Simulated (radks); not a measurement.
The numbers below are computed, except where a source is named.
All-electron atom: the tantalum ion Ta47+ in [Ar] 3d8 (the NIST ground configuration). Level of theory: Dirac Kohn-Sham, LDA (Slater exchange, Perdew-Wang correlation), spin-unpolarised, spherical densities, finite nucleus; open shells are shared between the two j in proportion to 2j + 1; Fermi nuclear charge, rms radius 5.3507 fm (a radial shooting solver on a logarithmic mesh with Libxc functionals).

Radial electron density D(r) = 4 pi r^2 rho(r):

r (bohr)  D(r) (e/bohr)
0.001247          10.27
0.001585          14.69
0.001999          20.49
0.002541          28.42
0.00323           38.58
0.004074          50.53
0.005179          64.59
0.006584          79.14
0.008303          91.64
0.01056           100.3
0.01342           102.4
0.01692           98.35
0.02151           91.84
0.02735           90.54
0.03449           99.97
0.04384           117.5
0.05574           128.3
0.07029           119.4
0.08936           97.31
0.1127            87.26
0.1433            95.82
0.1821            95.11
0.2297            65.64
0.292             26.70
0.3712            5.709
0.4681           0.6079
0.595           0.02303
0.7564        0.0002603

D(r) has 3 maxima, at r = 0.0128, 0.0566, 0.162 bohr, and minima at 0.0252, 0.112 bohr, inside which lie 2.04, 11.32 electrons.
